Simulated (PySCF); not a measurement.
Species: C5H8NPSi.
Numbering: `[CH2:1]=[CH:2][n:3]1[cH:4][p:5][c:6]([SiH3:7])[cH:8]1` (hydrogens: H9, H10 on C1; H11 on C2; H12 on C4; H13, H14, H15 on Si7; H16 on C8)

Structure used (GFN2-xTB), in Å, numbered top down from 1:
```xyz
16
C5H8NPSi angstrom
C     -3.1986    0.4519   -0.0195
C     -1.9445    0.7096   -0.3667
N     -0.8139    0.0318    0.0631
C     -0.7978   -1.0256    0.9220
P      0.7636   -1.6372    1.2499
C      1.4429   -0.3942    0.1645
Si     3.2685   -0.1771   -0.2128
C      0.4410    0.3709   -0.3492
H     -3.4725   -0.3385    0.6555
H     -4.0029    1.0435   -0.4146
H     -1.7166    1.5169   -1.0506
H     -1.7220   -1.3970    1.3243
H      3.7904   -1.4000   -0.8273
H      3.9945    0.1109    1.0263
H      3.4004    0.9480   -1.1441
H      0.5599    1.1950   -1.0322
```

The closed-shell SCF was solved with PySCF and density fitting under several settings on one GFN2-xTB geometry (grid level 2 and gas phase unless stated).

```json
{"settings": "PBE0/pcSseg-1", "basis functions": "190", "SCF cycles": "15", "E (Eh)": "-880.3027", "HOMO (eV)": "-6.60", "LUMO (eV)": "-1.22", "dipole (D)": "3.07"}
{"settings": "B3LYP/def2-SVPD", "basis functions": "232", "SCF cycles": "15", "E (Eh)": "-880.5832", "HOMO (eV)": "-6.37", "LUMO (eV)": "-1.44", "dipole (D)": "2.91"}
{"settings": "HCTH407/pcSseg-1, grid level 3, start guess atom", "basis functions": "190", "SCF cycles": "14", "E (Eh)": "-880.8920", "HOMO (eV)": "-5.76", "LUMO (eV)": "-2.13", "dipole (D)": "2.95"}
{"settings": "HF/cc-pVDZ, grid level 3, start guess sap", "basis functions": "160", "SCF cycles": "17", "E (Eh)": "-878.0883", "HOMO (eV)": "-8.27", "LUMO (eV)": "2.55", "dipole (D)": "3.26"}
```

**Question.** Estimate the row for these settings: PBE0/pcSseg-0, IEF-PCM methanol.

**Answer.** 
```
                       settings  basis functions  SCF cycles     E (Eh)  HOMO (eV)  LUMO (eV)  dipole (D)
PBE0/pcSseg-0, IEF-PCM methanol               96          14  -879.0643      -6.81      -1.08        4.75
```

**Question.** Over all rows, what range does the HOMO–LUMO gap span?

**Answer.** From 3.63 eV (HCTH407/pcSseg-1, grid level 3, start guess atom) to 10.82 eV (HF/cc-pVDZ, grid level 3, start guess sap). The functional of the narrowest has no exact exchange, that of the widest 100 % exact exchange.

Cycle counts include a coarse-grid stage where the run had one. Geometry: GFN2-xTB, one conformer.
